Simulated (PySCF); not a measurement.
CHS, SMILES [C]S (connectivity only; charge and spin as stated), neutral, multiplicity 2.

Coordinates come from a B3LYP-D3(BJ)/def2-TZVPD optimisation.

Computed with TDA-ωB97X/def2-TZVPD (PySCF).

Vertical excitations. The molecule is in vacuum.

| state | energy (eV) | λ (nm) | f | main pairs |
|---|---|---|---|---|
| root 1 | 1.52 | 817 | 0.000 | α HOMO→LUMO 97 % |
| root 2 | 2.96 | 419 | 0.000 | α HOMO−1→LUMO 43 %, β HOMO→LUMO+1 53 % |
| root 3 | 3.35 | 370 | 0.009 | β HOMO→LUMO 94 % |
| root 4 | 4.47 | 277 | 0.001 | α HOMO−2→LUMO 58 %, β HOMO−1→LUMO+1 40 % |
| root 5 | 4.61 | 269 | 0.013 | α HOMO−1→LUMO 54 %, β HOMO→LUMO+1 43 % |
| root 6 | 5.06 | 245 | 0.000 | β HOMO−1→LUMO 97 % |
| root 7 | 5.29 | 234 | 0.006 | α HOMO→LUMO+2 58 %, α HOMO→LUMO+1 16 %, α HOMO→LUMO+3 12 % |
| root 8 | 6.23 | 199 | 0.021 | α HOMO→LUMO+1 53 %, α HOMO→LUMO+6 20 % |
| root 9 | 6.59 | 188 | 0.047 | α HOMO−2→LUMO 24 %, β HOMO−1→LUMO+1 40 %, β HOMO−2→LUMO 21 % |
| root 10 | 7.12 | 174 | 0.010 | α HOMO→LUMO+5 41 %, α HOMO→LUMO+1 8 %, β HOMO→LUMO+3 11 %, β HOMO−2→LUMO 10 % |
Unrestricted roots are not spin-pure.
